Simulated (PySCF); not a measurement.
**Energy of Tc²⁺ (technetium, charge +2) between two integer charges**

The 4d alpha orbital of [Kr] 4d5 is emptied in steps (occupation f), with all orbitals relaxed, ending at [Kr] 4d4. All numbers are calculated (PySCF 2.14, scalar relativity through the core potential, in def2-TZVPPD with the def2 core potential (28 electrons) (6s4p3d2f1g, 56 functions)). The exact energy is a straight line in f; departures are measured from the line between the end points of the same method.

```csv
f,PBE0 (eV),r2SCAN (eV),LC-wPBE (eV)
1,0.000,0.000,0.000
0.8,-0.704,-0.934,-0.234
0.6,-1.059,-1.403,-0.352
0.4,-1.062,-1.405,-0.353
0.2,-0.709,-0.937,-0.235
0,0.000,0.000,0.000
```

```json
{"method": "PBE0", "E(f=0) − E(f=1) (eV)": "29.895", "−ε at f=1 (eV)": "25.514", "−ε at f=0.4 (eV)": "30.766"}
{"method": "r2SCAN", "E(f=0) − E(f=1) (eV)": "29.930", "−ε at f=1 (eV)": "24.108", "−ε at f=0.4 (eV)": "31.094"}
{"method": "LC-wPBE", "E(f=0) − E(f=1) (eV)": "29.730", "−ε at f=1 (eV)": "28.272", "−ε at f=0.4 (eV)": "30.022"}
```

Orbital energy along the path (eV):

```
  f     PBE0   r2SCAN  LC-wPBE
  1  -25.514  -24.108  -28.272
0.8  -27.245  -26.418  -28.847
0.6  -28.997  -28.750  -29.431
0.4  -30.766  -31.094  -30.022
0.2  -32.547  -33.441  -30.612
  0  -34.337  -35.788  -31.198
```

Reference removal energy between the ground levels: 29.55 eV (semi-empirical (NIST evaluation); NIST Atomic Spectra Database, ionization energies). The calculation has no spin-orbit coupling. The determinant left behind need not be the lowest term of the ion.
